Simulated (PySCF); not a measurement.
C2H7O, SMILES C[OH+]C, charge +1. Atoms are numbered in the order given.

```xyz
10

C      0.0243     0.2526     1.2703
O     -0.1242    -0.5249     0.0000
C      0.0243     0.2526    -1.2703
H      1.0165     0.7178     1.2903
H     -0.7824     0.9905     1.2516
H     -0.1196    -0.4723     2.0772
H      0.4733    -1.3050     0.0000
H     -0.1196    -0.4723    -2.0772
H     -0.7824     0.9905    -1.2516
H      1.0165     0.7178    -1.2903
```
Charge +1, spin multiplicity 1.

Coordinates come from a PBE-D3(BJ)/def2-TZVP optimisation. The isomer is the one that the SMILES or the coordinates give; other isomers of the formula were not compared.

Two levels are set side by side: PBE/pcSseg-1 (PySCF) and HF/pcSseg-1 (PySCF). GIAO shifts against H2O (¹⁷O), TMS (¹H), TMS (¹³C) at the same level; non-relativistic, no solvent, atoms listed together averaged. Differences are taken from unrounded values.

```tsv
quantity	HF
δ(¹³C) of C1, C3 (ppm)	75.0
δ(¹⁷O) of O2 (ppm)	3.9
δ(¹H) of H7 (ppm)	4.91
```

Question: What does PBE give, and how far is it from HF? (Estimate from the structure and the level; the computed values follow.)

Answer: 
| quantity | PBE | PBE minus HF |
|---|---|---|
| δ(¹³C) of C1, C3 (ppm) | 83.3 | 8.2 |
| δ(¹⁷O) of O2 (ppm) | 45.0 | 41.1 |
| δ(¹H) of H7 (ppm) | 4.55 | -0.36 |

Rough cost on one machine, each run with all the roots and properties that it gave: HF against PBE within a factor of 2.
